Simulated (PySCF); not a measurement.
**Computed vibrations of [Eu(NH)(H2O)]+**

[Eu(NH)(H2O)]+ (singlet in the valence; each metal's 4f electrons, 6 of them, lie in its core potential, out of spins and levels). PySCF 2.14.0, RKS PBE, Eu lcecp-1-SVP with ECP52, N def2-SVP, H def2-SVP, O def2-SVP; non-relativistic Hamiltonian with scalar-relativistic core potentials where named; density fitting; no spin-orbit coupling. Central differences of gradients.

```xyz
6

Eu    0.0823    0.0634   -0.2614
N     1.3162   -0.4108    1.1030
H     2.0043   -0.6651    1.8262
O    -1.7942   -0.1718    1.2095
H    -2.7689   -0.0870    1.2024
H    -1.5423   -0.4315    2.1201
```

Run from Python with OMP_NUM_THREADS=2. Where DIIS fails, smearing, a level shift and second-order steps follow.
It took 77 s on 2 threads of Arm Neoverse V1, with other jobs on the host.

(1) What are the harmonic wavenumbers and infrared intensities?

(2) Is this a minimum?

An lcecp potential fixes the number of 4f electrons, so in runs with it no electron can move into or out of that shell.

Answers

(1) Negative numbers are unstable modes, those under 60 cm⁻¹ near the noise; a finer grid moves soft modes by up to 10 cm⁻¹.
```tsv
cm⁻¹	km/mol
124	18.7
318	49.3
323	6.4
425	185.9
456	62.1
613	236.9
615	288.3
827	101.4
1562	104.7
3466	92.0
3662	149.4
3745	180.4
```

(2) Yes. Ideal gas at 298.15 K and 1 bar: S = 330.4 J/(mol K), Cp = 77.7 J/(mol K), H − H(0 K) = 16.2 kJ/mol (rigid rotor, harmonic modes, spin degeneracy alone, that of the 4f electrons in the core included).
